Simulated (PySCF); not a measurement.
**SrI: from constants to spectrum**

UHF-CCSD(T) constants of SrI, ²Σ⁺ (doublet), unpaired electrons σ ↑ (Sr def2-SVP with ECP28, I def2-SVP with ECP28; scalar-relativistic core potentials (PySCF 2.14); masses 87.9056 and 126.9045 u):

```
ωe              : 170.0 cm⁻¹
ωexe            : 0.32 cm⁻¹
Be              : 0.03513 cm⁻¹
αe              : 9.67e-05 cm⁻¹
D (centrifugal) : 6e-09 cm⁻¹
De to Sr + I    : 2.77 eV
```

Task: Give the vibrational terms G(v) and spacings up to v = 6.

Result: G(v) = ωe(v+½) − ωexe(v+½)².

| v | G(v) (cm⁻¹) | G(v) − G(v−1) | Bv (cm⁻¹) |
| --- | --- | --- | --- |
| 0 | 84.9 |  | 0.03508 |
| 1 | 254.3 | 169.4 | 0.03498 |
| 2 | 423.0 | 168.7 | 0.03489 |
| 3 | 591.1 | 168.1 | 0.03479 |
| 4 | 758.5 | 167.4 | 0.03469 |
| 5 | 925.3 | 166.8 | 0.03460 |
| 6 | 1091.5 | 166.2 | 0.03450 |

Task: How well does the Morse estimate ωe²/(4ωexe) reproduce De, and what is D0?

Result: It gives 2.80 eV, 101 % of the computed De. D0 = De − G(0) = 2.77 − 0.01 = 2.76 eV.

Correlated steps freeze 4 core orbitals. Correlated levels converge slowly with the basis: in double zeta they bind strong bonds too weakly, by up to about 1 eV, and carry superposition errors of some tenths. These are scalar-relativistic numbers at best; spin–orbit coupling would shift them, the dissociation energy most. The state is the lowest determinant that a PBE0 search found; another state may lie lower at other levels.
